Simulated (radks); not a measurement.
The numbers below are computed, except where a source is named.
Pb4+, configuration [Kr] 4d10 4f14 5s2 5p5 5d10 5f1 (not the ground configuration). Level of theory: scalar-relativistic Kohn-Sham, r2SCAN, spin-polarised, spherical densities, finite nucleus; open shells are filled with parallel spins first (spin-orbit coupling, left out, can overturn this in heavy ions); meta-GGA in the generalised Kohn-Sham scheme; Fermi nuclear charge, rms radius 5.5012 fm (a radial shooting solver on a logarithmic mesh with Libxc functionals).

Local quantities along the radius. ELF = 1/(1 + alpha^2) is the electron localisation function; alpha = (tau - tau_W)/tau_unif compares the Pauli kinetic energy density with that of the uniform gas (summed over spins). tau is taken from the large components.

r (bohr)	ELF	alpha
0.0008312	1.000	0.02144
0.001127	0.999	0.02325
0.001539	0.999	0.02619
0.002086	0.999	0.03077
0.002827	0.999	0.03829
0.003831	0.997	0.05126
0.005234	0.994	0.07623
0.007093	0.984	0.1264
0.009613	0.945	0.2402
0.01303	0.791	0.5138
0.01766	0.470	1.061
0.02412	0.336	1.407
0.03269	0.526	0.9496
0.04431	0.731	0.6067
0.06005	0.658	0.7217
0.08203	0.366	1.317
0.1112	0.502	0.9955
0.1507	0.714	0.6327
0.2042	0.423	1.168
0.2768	0.385	1.263
0.3781	0.716	0.6301
0.5124	0.541	0.9216
0.6945	0.307	1.502
0.9412	0.627	0.7714
1.286	0.601	0.8142
1.743	0.257	1.699
2.362	0.034	5.327
3.201	0.015	7.984
4.338	0.007	11.69
5.926	0.001	35.93
8.032	0.000	275.8

On this mesh the ELF has minima near r = 0.024, 0.082, 0.24, 0.69 bohr, which separate the shells, and maxima near 0.052 (0.74), 0.15 (0.71), 0.38 (0.72), 1.1 (0.67).
